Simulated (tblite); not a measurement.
Species: C6H14OSi2.
Structure used (GFN2-xTB), in Å, numbered top down from 1:
```xyz
23
C6H14OSi2 angstrom
C     -1.106    2.386   -0.543
C     -0.282    1.464   -1.004
C     -0.187    0.021   -0.555
C     -0.850   -0.700   -1.715
O     -0.286   -1.200   -2.646
C      1.288   -0.378   -0.462
Si     2.300    0.584    0.828
C     -0.965   -0.264    0.728
Si    -0.908   -2.080    1.304
H     -1.091    3.390   -0.933
H     -1.816    2.202    0.244
H      0.408    1.712   -1.801
H     -1.957   -0.686   -1.657
H      1.735   -0.240   -1.449
H      1.346   -1.449   -0.256
H      2.032    2.019    0.710
H      3.719    0.325    0.580
H      1.960    0.142    2.183
H     -2.012    0.006    0.566
H     -0.591    0.392    1.515
H     -2.035   -2.288    2.217
H     -1.046   -2.961    0.143
H      0.340   -2.368    2.013
```

All values are computed: GFN2-xTB (tblite) harmonic vibrations without scaling, gas phase. This tight-binding method is rough: wavenumbers can miss measured ones by several per cent, in bad cases by 10 to 20. Modes of hydrogen on silicon can be 10 to 20 % off. One conformer, not necessarily the lowest.

Harmonic wavenumbers (cm⁻¹): 50.1, 60.5, 74.6, 88.1, 121.9, 131.4, 142.3, 192.2, 236.9, 251.4, 275.1, 356.5, 392.3, 458.9, 506.8, 523.2, 533.3, 545.9, 602.9, 638.5, 720.6, 771.1, 773.4, 782.0, 783.6, 789.5, 796.7, 801.5, 806.7, 817.7, 840.9, 890.0, 901.1, 979.6, 1019.8, 1028.1, 1070.9, 1125.5, 1208.2, 1225.0, 1266.3, 1287.1, 1306.0, 1381.2, 1411.5, 1475.6, 1483.6, 1696.8, 1782.9, 2248.1, 2259.7, 2263.8, 2268.4, 2270.3, 2271.7, 2734.7, 2958.2, 2961.1, 2978.6, 2981.3, 3053.4, 3109.9, 3132.1.

A = 1054, B = 966.7, C = 756.6 MHz; mass 158.058 u (most abundant isotopes); point group C1, symmetry number 1.

What is the zero-point energy?

Half the sum of the wavenumbers: 37448 cm⁻¹ = 447.99 kJ/mol.

Entropy at 350 K, 1 bar (ideal gas, RRHO, classical rotation)?

Translation 175.33, rotation 129.24, vibration 209.00: S = 513.6 J/(mol K).

And Cp and H(350 K) − H(0)?

Cp = 242.11 J/(mol K), of which vibrations give 208.85 (their classical limit is 63 R = 523.8); H(350 K) − H(0) = 49.44 kJ/mol without the zero-point energy, 37.80 from vibrations.

How do the functions run with temperature in this model?

```json
{"T (K)": "150", "S (J/(mol K))": "363.1", "Cp (J/(mol K))": "127.6", "H − H(0) (kJ/mol)": "12.29", "G − H(0) (kJ/mol)": "-42.17", "ln q(vib)": "4.57"}
{"T (K)": "250", "S (J/(mol K))": "441.8", "Cp (J/(mol K))": "186.3", "H − H(0) (kJ/mol)": "27.95", "G − H(0) (kJ/mol)": "-82.50", "ln q(vib)": "8.40"}
{"T (K)": "298.15", "S (J/(mol K))": "477.0", "Cp (J/(mol K))": "214.2", "H − H(0) (kJ/mol)": "37.60", "G − H(0) (kJ/mol)": "-104.63", "ln q(vib)": "10.22"}
{"T (K)": "400", "S (J/(mol K))": "547.5", "Cp (J/(mol K))": "266.5", "H − H(0) (kJ/mol)": "62.16", "G − H(0) (kJ/mol)": "-156.85", "ln q(vib)": "13.99"}
{"T (K)": "600", "S (J/(mol K))": "671.0", "Cp (J/(mol K))": "342.5", "H − H(0) (kJ/mol)": "123.58", "G − H(0) (kJ/mol)": "-279.02", "ln q(vib)": "21.14"}
{"T (K)": "900", "S (J/(mol K))": "824.8", "Cp (J/(mol K))": "414.7", "H − H(0) (kJ/mol)": "238.09", "G − H(0) (kJ/mol)": "-504.20", "ln q(vib)": "30.97"}
```

q(vib) and H(0) count from the zero-point level.

Which modes carry the vibrational entropy at 350 K?

50.1 cm⁻¹: 21.47; 60.5 cm⁻¹: 19.91; 74.6 cm⁻¹: 18.17; 88.1 cm⁻¹: 16.80; 121.9 cm⁻¹: 14.15; 131.4 cm⁻¹: 13.54 J/(mol K); the other 57 give 104.96 together.

Blend soft modes into free rotors: weight 1/[1 + (100 cm⁻¹/ν̃)⁴] for the oscillator and the rest for a rotor with moment μB/(μ + B), μ = h/(8π²ν), B = 10⁻⁴⁴ kg m². What vibrational entropy results?

191.61 J/(mol K) in place of 209.00, which changes −T·S at 350 K by +6.09 kJ/mol.

Hindered rotation and anharmonicity are outside this model. Other conformers, if any are populated, would add a mixing term that is left out. The structure is chiral; the term R ln 2 for an equal mix with its mirror image is left out.
